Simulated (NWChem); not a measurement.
Species: C₂H₄BNO; SMILES CBN=C=O

```xyz
9

B     -0.5681    -1.1522     0.0002
H     -1.7618    -1.2683    -0.0012
C      0.3649    -2.4099     0.0001
H      0.1302    -3.0470     0.8654
H      1.4354    -2.1840     0.0100
H      0.1447    -3.0330    -0.8794
N     -0.0447     0.1691     0.0006
C      0.0018     1.3716     0.0001
O      0.1257     2.5424    -0.0002
```
Atoms are numbered in this order, from 1.

All runs: NWChem. Coordinates come from a B3LYP/6-31G* (spherical d) optimisation. Hybrids' shares of exact exchange are those that their runs print; pure functionals count as 0. The functionals differ in more than this share.

```
row                                    share of exact exchange  highest occupied level (eV)
-------------------------------------  -----------------------  ---------------------------
PBE/def2-TZVP                                             0.00                        -6.85
LDA (Slater exchange, VWN5)/def2-TZVP                     0.00                        -7.00
B3LYP/def2-TZVP                                           0.20                        -8.00
PW6B95/def2-TZVP                                          0.28                     withheld
Hartree-Fock/def2-TZVP                                    1.00                       -11.51
```

Q: Fit a straight line of the last column on the one before it, predict the withheld value, and compare with the run.

A: 
1. Means of the 4 shown rows: x = 0.300, y = -8.340. Slope Σ(x − x̄)(y − ȳ)/Σ(x − x̄)² = -3.102/0.6800 = -4.562; intercept -6.971.
2. The shown rows scatter about the line by 0.086 (root mean square); the largest residual is +0.12, at PBE/def2-TZVP.
3. At x = 0.28 (PW6B95/def2-TZVP; inside the shown range) the line gives -8.25.
4. The run gives -8.33, -0.08 from the line, 0.9 times the scatter.
